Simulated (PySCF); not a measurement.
C3H10ClNSi, SMILES CN[C@@H](C)[SiH2]Cl. Coordinates come from a PBE-D3(BJ)/def2-SVP optimisation. The structure was generated by enumeration; whether it is a known compound was not checked. One conformer was computed; it need not be the lowest.

Computed equilibrium geometry at PBE-D3(BJ)/def2-SVP (PySCF confirms it by a frequency run) as bond lengths and angles (one conformer of several):
Atoms: C1 N2 C3 C4 Si5 Cl6 H7 H8 H9 H10 H11 H12 H13 H14 H15 H16. Bonds (Å): C1–N2 1.452, C1–H7 1.121, C1–H8 1.108, C1–H9 1.110, N2–C3 1.475, N2–H10 1.026, C3–C4 1.527, C3–Si5 1.900, C3–H11 1.117, C4–H12 1.108, C4–H13 1.112, C4–H14 1.111, Si5–Cl6 2.106, Si5–H15 1.500, Si5–H16 1.500. Angles (°): N2–C1–H7 114.2, N2–C1–H8 110.0, N2–C1–H9 109.9, H7–C1–H8 108.3, H7–C1–H9 107.0, H8–C1–H9 107.1, C1–N2–C3 115.3, C1–N2–H10 111.0, C3–N2–H10 110.5, N2–C3–C4 112.2, N2–C3–Si5 99.6, N2–C3–H11 111.7, C4–C3–Si5 112.2, C4–C3–H11 108.8, Si5–C3–H11 112.1, C3–C4–H12 110.8, C3–C4–H13 111.2, C3–C4–H14 111.1, H12–C4–H13 108.1, H12–C4–H14 107.6, H13–C4–H14 107.9, C3–Si5–Cl6 112.1, C3–Si5–H15 108.4, C3–Si5–H16 110.6, Cl6–Si5–H15 107.6, Cl6–Si5–H16 107.4, H15–Si5–H16 110.6.
Charge 0, spin multiplicity 1.
